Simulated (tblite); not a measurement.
Compound: C₅H₈F₃P.
Z-matrix (Å and degrees, GFN2-xTB geometry), rows numbered from 1:
```
C 
C   1  1.3232
P   2  1.8226  1  121.80
C   3  1.8613  2   98.88  1   137.45
C   4  1.5237  3  110.34  2   -74.88
C   3  1.8951  2   94.68  1  -127.12
F   6  1.3416  3  111.08  2  -167.53
F   6  1.3454  3  114.48  2   -47.15
F   6  1.3400  3  111.04  2    73.38
H   1  1.0782  2  121.98  3  -179.67
H   1  1.0774  2  121.55  3     0.44
H   2  1.0857  1  121.52  3   179.49
H   4  1.0946  3  109.84  2    47.21
H   4  1.0940  3  107.38  2   165.10
H   5  1.0881  4  110.67  3   -58.11
H   5  1.0888  4  110.65  3    61.86
H   5  1.0878  4  110.31  3  -178.10
```

Method: GFN2-xTB as coded in tblite; computed harmonic values from a numerical Hessian at the method's own geometry, unscaled. Errors from tens to a few hundred cm⁻¹ against measured bands are possible. One conformer, not necessarily the lowest.

Harmonic wavenumbers (cm⁻¹): 37.4, 46.6, 74.7, 116.1, 161.1, 179.0, 233.3, 256.7, 272.4, 282.2, 351.5, 427.8, 469.3, 474.7, 566.1, 666.9, 691.5, 718.8, 779.4, 909.5, 987.4, 1001.3, 1016.7, 1021.2, 1034.7, 1051.2, 1077.1, 1084.4, 1221.2, 1232.2, 1255.9, 1390.2, 1410.4, 1434.3, 1493.9, 1496.6, 1658.8, 2933.8, 2953.0, 3000.6, 3023.7, 3031.2, 3037.5, 3092.6, 3120.7.

A = 1711, B = 1130, C = 828.5 MHz; mass 156.032 u (most abundant isotopes); point group C1, symmetry number 1.

Question: Zero-point energy?

Answer: Half the sum of the wavenumbers: 26388 cm⁻¹ = 75.45 kcal/mol.

Question: What is S at 500 K and 1 bar for an ideal gas of classical rigid rotors and harmonic oscillators?

Answer: Translation 43.64, rotation 31.23, vibration 56.11: S = 131.0 cal/(mol K).

Question: And Cp and H(500 K) − H(0)?

Answer: Cp = 56.38 cal/(mol K), of which vibrations give 48.43 (their classical limit is 45 R = 89.4); H(500 K) − H(0) = 17.56 kcal/mol without the zero-point energy, 13.59 from vibrations.

Question: How do the functions run with temperature in this model?

Answer: 
| T (K) | S (cal/(mol K)) | Cp (cal/(mol K)) | H − H(0) (kcal/mol) | G − H(0) (kcal/mol) | ln q(vib) |
| --- | --- | --- | --- | --- | --- |
| 100 | 73.6 | 21.2 | 1.45 | -5.91 | 2.51 |
| 200 | 91.6 | 31.6 | 4.11 | -14.22 | 5.76 |
| 300 | 106.2 | 40.9 | 7.74 | -24.13 | 8.84 |
| 800 | 160.8 | 70.5 | 36.79 | -91.88 | 22.24 |
| 1000 | 177.2 | 76.4 | 51.51 | -125.73 | 26.82 |

q(vib) and H(0) count from the zero-point level.

Question: Blend soft modes into free rotors: weight 1/[1 + (100 cm⁻¹/ν̃)⁴] for the oscillator and the rest for a rotor with moment μB/(μ + B), μ = h/(8π²ν), B = 10⁻⁴⁴ kg m². What vibrational entropy results?

Answer: 50.76 cal/(mol K) in place of 56.11, which changes −T·S at 500 K by +2.67 kcal/mol.

Question: Which modes carry the vibrational entropy at 500 K?

Answer: 37.4 cm⁻¹: 6.42; 46.6 cm⁻¹: 5.98; 74.7 cm⁻¹: 5.05; 116.1 cm⁻¹: 4.18; 161.1 cm⁻¹: 3.53; 179.0 cm⁻¹: 3.33 cal/(mol K); the other 39 give 27.63 together.

Question: What must be added to the electronic energy to get the Gibbs energy at 500 K and 1 bar?

Answer: ZPE + [H(500 K) − H(0)] − T·S = 75.45 + 17.56 − 65.49 = 27.52 kcal/mol.

Hindered rotation and anharmonicity are outside this model. Other conformers, if any are populated, would add a mixing term that is left out. The structure is chiral; the term R ln 2 for an equal mix with its mirror image is left out.
